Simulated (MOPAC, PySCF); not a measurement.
C₂H₄OSi, SMILES `O=C[SiH]=C` (C–Si–C–O torsion 0°), neutral singlet in the gas phase. 

Cartesian coordinates (Å):
SMILES: C=[SiH]C=O
```xyz
8

C      1.4674     0.0613    -0.5666
Si     0.2111     0.1939     0.5744
C     -1.5904    -0.2156     0.0875
O     -1.8831    -0.5763    -1.0229
H      2.5022     0.2833    -0.3352
H      1.2646    -0.2569    -1.5831
H      0.4093     0.6216     1.9789
H     -2.3811    -0.1114     0.8670
```
Charge 0, spin multiplicity 1.

All levels are single points at this geometry (PBE0-D3(BJ)/def2-TZVP); Pople sets use spherical d functions. Orbital energies aren't observables, and empty levels follow the basis.

```tsv
level	HOMO (eV)	LUMO (eV)	gap (eV)	dipole (D)	vertical IE, Delta-SCF (eV)
PBE-D3(BJ)/def2-TZVP in PySCF	-5.85	-3.50	2.35	2.08	–
PBE0-D3(BJ)/def2-TZVP in PySCF	-6.91	-2.60	4.31	2.30	–
ωB97X-D3(BJ)/def2-TZVP in PySCF	-9.09	-0.49	8.60	2.46	–
B3LYP/3-21G in PySCF	-6.53	-2.06	4.47	1.88	–
B3LYP/6-311+G** in PySCF	-6.77	-2.83	3.94	2.43	–
B3LYP/6-31G* in PySCF	-6.51	-2.31	4.20	2.04	8.83
BP86/6-31G* in PySCF	-5.61	-3.16	2.45	1.86	–
M06-2X/6-31G* in PySCF	-7.74	-1.25	6.49	2.16	–
HF/3-21G in PySCF	-8.77	1.63	10.40	2.47	–
HF/6-31G* in PySCF	-8.67	1.43	10.10	2.66	7.38
HF/STO-3G in PySCF	-5.92	6.17	12.09	2.13	–
PM3 in MOPAC	-8.82	-0.89	7.93	1.73	–
PM6 in MOPAC	-8.43	-1.18	7.25	3.71	–
```
